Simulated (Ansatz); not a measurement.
Ansatz (an electronic-structure program) input (B3LYP-D3(BJ)/def2-TZVP):

Ansatz 0.2 input:
```yaml
crystal:
  periodic: [false, false, false]
  atoms:
    - {symbol: Au, position_ang: [-0.58163930, 0.27468674, -0.51523617]}
    - {symbol: Cl, position_ang: [0.03040180, 2.12360194, -1.83423747]}
    - {symbol: O, position_ang: [0.25465427, -1.68867892, 1.55291628]}
    - {symbol: C, position_ang: [0.41371638, -0.75982165, 0.84114880]}
basis:
  gaussian:
    orbitals: def2-TZVP
hamiltonian:
  xc: b3lyp
  dispersion: d3bj
magnetization: {spin_polarized: true, initial_magnetization: 2}
relax: {f_tol: 0.002, max_steps: 150}
```

End of the output:

```
integrals: 0.06 GiB planned
984 factors; their error is unknown
mean field: 0.72 GiB planned
mean field -19301.92080168 eV, -709.3325061500 hartree, gradient 1.5e-5 eV, S^2 2.008475; 0 other end points of the search recorded, 0 dependent functions left out
the calculation of the forces begins
reference -19301.92103223 eV, -709.3325146226 hartree; 26, 24 occupied and 113, 115 virtual orbitals, 984 factors
relax step   6: F+E_penalty+E_count = -19302.10984716 eV  Δ(F+E_penalty+E_count) = -6.965e-3 eV  max|allowed force component| = 1.733e-1 eV/Å  Δτ_max = 0.0982 Å  (51 SCF iters, accepted)
these checks for a lower state are left out or cut short: starts, cluster_reference, orbital_swaps, neighbouring_geometries, increment
integrals: 0.06 GiB planned
984 factors; their error is unknown
mean field: 0.72 GiB planned
mean field -19301.92061025 eV, -709.3324991148 hartree, gradient 2.4e-5 eV, S^2 2.008441; 0 other end points of the search recorded, 0 dependent functions left out
the calculation of the forces begins
reference -19301.92083955 eV, -709.3325075417 hartree; 26, 24 occupied and 113, 115 virtual orbitals, 984 factors
relax step   7: F+E_penalty+E_count = -19302.11096233 eV  Δ(F+E_penalty+E_count) = -1.115e-3 eV  max|allowed force component| = 2.519e-2 eV/Å  Δτ_max = 0.0496 Å  (47 SCF iters, accepted)
these checks for a lower state are left out or cut short: starts, cluster_reference, orbital_swaps, neighbouring_geometries, increment
integrals: 0.06 GiB planned
984 factors; their error is unknown
mean field: 0.72 GiB planned
mean field -19301.92070195 eV, -709.3325024850 hartree, gradient 2.6e-5 eV, S^2 2.008458; 0 other end points of the search recorded, 0 dependent functions left out
the calculation of the forces begins
reference -19301.92093135 eV, -709.3325109153 hartree; 26, 24 occupied and 113, 115 virtual orbitals, 984 factors
relax step   8: F+E_penalty+E_count = -19302.11102551 eV  Δ(F+E_penalty+E_count) = -6.318e-5 eV  max|allowed force component| = 2.942e-2 eV/Å  Δτ_max = 0.0040 Å  (45 SCF iters, accepted)
these checks for a lower state are left out or cut short: starts, cluster_reference, orbital_swaps, neighbouring_geometries, increment
integrals: 0.06 GiB planned
984 factors; their error is unknown
mean field: 0.72 GiB planned
mean field evaluation 96: about -19301.9207 eV, gradient 1.7e-5 eV
mean field -19301.92066521 eV, -709.3325011346 hartree, gradient 1.7e-5 eV, S^2 2.008460; 0 other end points of the search recorded, 0 dependent functions left out
the calculation of the forces begins
reference -19301.92089458 eV, -709.3325095641 hartree; 26, 24 occupied and 113, 115 virtual orbitals, 984 factors
relax step   9: F+E_penalty+E_count = -19302.11103545 eV  Δ(F+E_penalty+E_count) = -9.937e-6 eV  max|allowed force component| = 1.266e-3 eV/Å  Δτ_max = 0.0013 Å  (38 SCF iters, accepted)
integrals: 0.06 GiB planned
984 factors; their error is unknown
mean field: 0.72 GiB planned
mean field evaluation 128: about -19301.7618 eV, gradient 1.6e0 eV
mean field -19301.92066521 eV, -709.3325011346 hartree, gradient 1.7e-5 eV, S^2 2.008460; 5 other end points of the search recorded, 0 dependent functions left out
the calculation of the forces begins
reference -19301.92089458 eV, -709.3325095641 hartree; 26, 24 occupied and 113, 115 virtual orbitals, 984 factors
Total energy: -19302.11126483 eV, -709.3395055415 hartree
Atom 0 at    -0.894418     0.201763    -0.588307 Å, force     0.000245     0.000651    -0.000452 eV/Å
Atom 1 at     0.233547     2.008550    -1.643144 Å, force    -0.000356    -0.000431     0.000223 eV/Å
Atom 2 at     0.428657    -1.552432     1.520423 Å, force    -0.000081     0.001046    -0.000906 eV/Å
Atom 3 at     0.349348    -0.708092     0.755619 Å, force     0.000192    -0.001266     0.001135 eV/Å
Dipole moment:    -0.088412    -0.247692     0.174332 e Å
```

The spin state was set by rule; other spins were not relaxed.
